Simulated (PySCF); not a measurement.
This script is equivalent to a calculation on Br (bromine, neutral).

```python
from pyscf import gto, scf, dft, mp, cc
import basis_set_exchange as bse
mol = gto.M(atom="Br 0 0 0", charge=0, spin=1, symmetry="D2h",
            basis=gto.basis.parse(bse.get_basis("def2-SVP", elements=["Br"], fmt="nwchem", header=False)))
mf = scf.UHF(mol)
mf.irrep_nelec = {'Ag': (6, 6), 'B1g': (1, 1), 'B2g': (1, 1), 'B3g': (1, 1), 'B1u': (3, 3), 'B2u': (3, 3), 'B3u': (3, 2)}
mf.kernel()
```

Problem. What total energy does it give?

Solution. -2572.08220 hartree (calculated).

Problem. Which occupied shell lies highest, and where?

Solution. 4p β, at -11.629 eV.

Problem. What is ⟨S²⟩, and what would a pure spin state give?

Solution. 0.756, against 0.75.
